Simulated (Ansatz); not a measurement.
Geometry optimisation, RKS PBE-D4/def2-SVP in Ansatz.

Input file:

```yaml
crystal:
  periodic: [false, false, false]
  atoms:
    - { symbol: C, position_ang: [0.1712, 1.068, 1.1304] }
    - { symbol: C, position_ang: [-0.3898, -0.1217, 0.3763] }
    - { symbol: Al, position_ang: [0.7993, -1.6791, 0.6438] }
    - { symbol: Cl, position_ang: [-1.9381, -0.5401, 0.9582] }
    - { symbol: Sn, position_ang: [-0.4871, 0.2818, -1.7456] }
    - { symbol: H, position_ang: [-0.564, 1.9848, 0.9464] }
    - { symbol: H, position_ang: [0.2026, 0.917, 2.2145] }
    - { symbol: H, position_ang: [1.1723, 1.411, 0.747] }
    - { symbol: H, position_ang: [1.46029, -2.43632, -0.59599] }
    - { symbol: H, position_ang: [1.02602, -2.27602, 2.13219] }
    - { symbol: H, position_ang: [-1.1002, -1.1284, -2.5391] }
    - { symbol: H, position_ang: [1.132, 0.6912, -2.2961] }
    - { symbol: H, position_ang: [-1.6171, 1.6665, -2.0154] }
basis:
  gaussian: { orbitals: def2-SVP }
hamiltonian:
  xc: pbe
  dispersion: d4
relax:
  f_tol: 0.015
  max_steps: 40
output:
  orbitals: {}
```

Launched with:

```bash
$ ansatz run input.yaml --threads 2 --pin off --max-ram 3072MiB --backend cpu --events-out ev --progress --plain --runs-dir out
```

Q: Where does it end, and by what steps?

A: The forces met the threshold. After 14 steps the energy has fallen by 0.659 eV; H9 moved furthest, 0.90 Å. Joined: Al3–Cl4 (2.98 → 2.45 Å).

```
step  energy less start (eV)  largest force component (eV/Å)  accepted
   0                  0.0000                           2.691       yes
   1                 -0.2568                           1.721       yes
   2                 -0.4006                           0.856       yes
   3                 -0.4865                           0.624       yes
   4                 -0.5644                           0.683       yes
   5                 -0.6213                           0.574       yes
   6                 -0.6426                           0.492       yes
   7                 -0.6530                           0.122       yes
   8                 -0.6550                           0.033       yes
   9                 -0.6553                           0.065       yes
  10                 -0.6565                           0.026       yes
  11                 -0.6577                           0.022       yes
  12                 -0.6578                           0.057       yes
  13                 -0.6583                           0.049       yes
  14                 -0.6587                           0.006       yes
```

```xyz
13
Properties=species:S:1:pos:R:3
C 0.160 1.175 1.139
C -0.030 -0.036 0.256
Al 0.633 -1.842 0.759
Cl -1.657 -0.985 0.860
Sn -0.413 0.404 -1.855
H -0.643 1.938 1.047
H 0.266 0.907 2.212
H 1.113 1.660 0.828
H 0.746 -2.949 -0.387
H 1.176 -2.021 2.252
H -0.853 -1.047 -2.672
H 1.048 1.054 -2.519
H -1.679 1.580 -1.964
```

Whether the end is a true minimum wasn't checked by a vibrational analysis.

The run took 96 s on 2 threads of Arm Neoverse N1 (shared host), peak memory 0.2 GiB.
